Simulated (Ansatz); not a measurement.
`CC(C)[Si]F` + HCl → `CC(C)[Si]Cl` + H–F at 500 K and 1 bar (ligand exchange at the Si–F bond).

Program: Ansatz. Geometries: PBE0-D4/def2-TZVP. ΔE: electronic, gas phase. CCSD(T)/CBS adds triple-zeta CCSD(T) − MP2 to the extrapolated MP2 energy (def2 sets, frozen cores). This one scheme is used for every species. Each species was taken in one conformer, which may not be the lowest.

```csv
species,CCSD(T)/CBS energy (Eh),H − E (kJ/mol),S (J/(mol·K))
`CC(C)[Si]F`,-507.26195,297.1,415.9
HCl,-460.38127,32.5,201.9
`CC(C)[Si]Cl`,-867.23764,296.0,425.0
H–F,-100.39570,39.4,188.7
```

H − E and S are ideal-gas, rigid-rotor, harmonic terms from PBE0-D4/def2-TZVP, for one conformer and one mirror image of each species. 1 Eh = 2625.50 kJ/mol, R = 8.31446 J/(mol·K).

Q: By hand: ΔE, ΔH, ΔS and ΔG.

A: ΔE = (-867.23764) + (-100.39570) − (-507.26195) − (-460.38127) = 0.00988 Eh = 25.9 kJ/mol. Δ(H − E) = 296.0 + 39.4 − 297.1 − 32.5 = 5.8, so ΔH = 31.7 kJ/mol. ΔS = 425.0 + 188.7 − 415.9 − 201.9 = -4.1 J/(mol·K). ΔG = 31.7 − 500 × (-4.1)/1000 = 33.8 kJ/mol.

Q: By hand: the equilibrium constant, and the temperature at which ΔG would vanish if ΔH and ΔS stayed fixed.

A: log₁₀ K = −ΔG/(RT ln 10) = -3.5. ΔH and −TΔS have one sign here, so there is no such temperature.

The number of gas molecules stays the same, so ΔS is small and ΔH decides. A doubt of 5 kJ/mol in ΔE shifts log₁₀ K by 0.5 here. Other conformers and mirror images would add mixing entropy, several J/(mol·K) or more a flexible species. Modes under 60 cm⁻¹, often nearly free rotors, make the harmonic entropy too high. These are equilibria of isolated gas molecules and say nothing of rates. Largest T1 diagnostic: 0.012 (customary marks: 0.02 for closed shells, 0.045 for open ones).

ΔS is within the doubt of such terms, so its sign, and with it that verdict, could turn.
